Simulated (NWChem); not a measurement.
System: SnH₂S₂Cl₂; SMILES [SH][Sn]([SH])([Cl])[Cl]

Here is an NWChem input.

```
start job
memory heap 200 mb stack 900 mb global 1100 mb
geometry units angstroms
  S     -0.378254     2.211789    -1.021506
  Sn     0.018005     0.018488    -0.003010
  S      2.333502    -0.300366     0.735959
  Cl    -0.501370    -1.642662    -1.549349
  Cl    -1.401213    -0.214580     1.828301
  H     -0.199672     2.883280     0.110846
  H      2.798919    -0.541571    -0.484245
end
basis spherical
  * library def2-svp
end
ecp
  Sn library def2-ecp
end
dft
  xc pbe0
  iterations 150
end
driver
  maxiter 120
end
task dft optimize
```

NWChem printed, in part:

```
             Northwest Computational Chemistry Package (NWChem) 7.3.0
             --------------------------------------------------------

 C1  symmetry detected

                             Geometry "geometry" -> ""
                             -------------------------

 Output coordinates in angstroms (scale by  1.889725989 to convert to a.u.)

  No.       Tag          Charge          X              Y              Z
 ---- ---------------- ---------- -------------- -------------- --------------
    1 S                   16.0000     1.27802727     1.98984816    -0.64092012
    2 Sn                  50.0000    -0.00245034     0.00131214     0.00019309
    3 S                   16.0000     1.40180914    -1.97133480     0.38227788
    4 Cl                  17.0000    -1.53207694    -0.49334499    -1.68381724
    5 Cl                  17.0000    -1.18527142     0.47881915     1.94830032
    6 H                    1.0000     1.86999225     2.11506761     0.54183526
    7 H                    1.0000     1.57006436    -2.22994896    -0.90942624

 Effective nuclear repulsion energy (a.u.)     997.4923049223

                                Z-matrix (autoz)
                                --------

 Units are Angstrom for bonds and degrees for angles

[...]

      ----------------------
      Optimization converged
      ----------------------

  Step       Energy      Delta E   Gmax     Grms     Xrms     Xmax
  ---- ---------------- -------- -------- -------- -------- --------
@   16   -1931.31674526  2.0D-08  0.00002  0.00001  0.00062  0.00145
                                     ok       ok       ok       ok

                                Z-matrix (autoz)
                                --------

 Units are Angstrom for bonds and degrees for angles

      Type          Name      I     J     K     L     M      Value     Gradient
      ----------- --------  ----- ----- ----- ----- ----- ---------- ----------
    1 Stretch                  1     2                       2.39788    0.00001
    2 Stretch                  1     6                       1.35342    0.00000
    3 Stretch                  2     3                       2.39785    0.00000
    4 Stretch                  2     4                       2.33620    0.00002
    5 Stretch                  2     5                       2.33617    0.00001
    6 Stretch                  3     7                       1.35342   -0.00000
    7 Bend                     1     2     3               114.35517   -0.00000
    8 Bend                     1     2     4               105.11717    0.00000
    9 Bend                     1     2     5               112.18786    0.00000
   10 Bend                     2     1     6                92.07075   -0.00000
   11 Bend                     2     3     7                92.08143   -0.00000
   12 Bend                     3     2     4               112.18173   -0.00000
   13 Bend                     3     2     5               105.10751   -0.00000
   14 Bend                     4     2     5               107.85558    0.00000
   15 Torsion                  1     2     3     7         -52.04495   -0.00000
   16 Torsion                  3     2     1     6         -51.49182    0.00000
   17 Torsion                  4     2     1     6        -174.96657    0.00001
   18 Torsion                  4     2     3     7          67.54014   -0.00000
   19 Torsion                  5     2     1     6          68.08517    0.00000
   20 Torsion                  5     2     3     7        -175.52048   -0.00000

                         Geometry "geometry" -> "geometry"
                         ---------------------------------

 Output coordinates in angstroms (scale by  1.889725989 to convert to a.u.)

  No.       Tag          Charge          X              Y              Z
 ---- ---------------- ---------- -------------- -------------- --------------
    1 S                   16.0000     1.18836936     1.91144700    -0.68914356
    2 Sn                  50.0000    -0.06946230    -0.00798452     0.00616786
    3 S                   16.0000     1.25841997    -1.95772587     0.43620433
    4 Cl                  17.0000    -1.63108506    -0.36200023    -1.69496669
    5 Cl                  17.0000    -1.24439456     0.37779585     1.98818944
    6 H                    1.0000     2.03304163     1.79995378     0.36245201
    7 H                    1.0000     1.86520525    -1.87106771    -0.77046044

 Effective nuclear repulsion energy (a.u.)    1006.5140729402

                Final and change from initial internal coordinates
                --------------------------------------------------

                                Z-matrix (autoz)
                                --------

 Units are Angstrom for bonds and degrees for angles

[...]
```

Level: PBE0/def2-SVP with def2 effective core potentials on Sn. Not confirmed as a minimum by frequencies. def2 effective core potentials on Sn; no spin-orbit coupling.
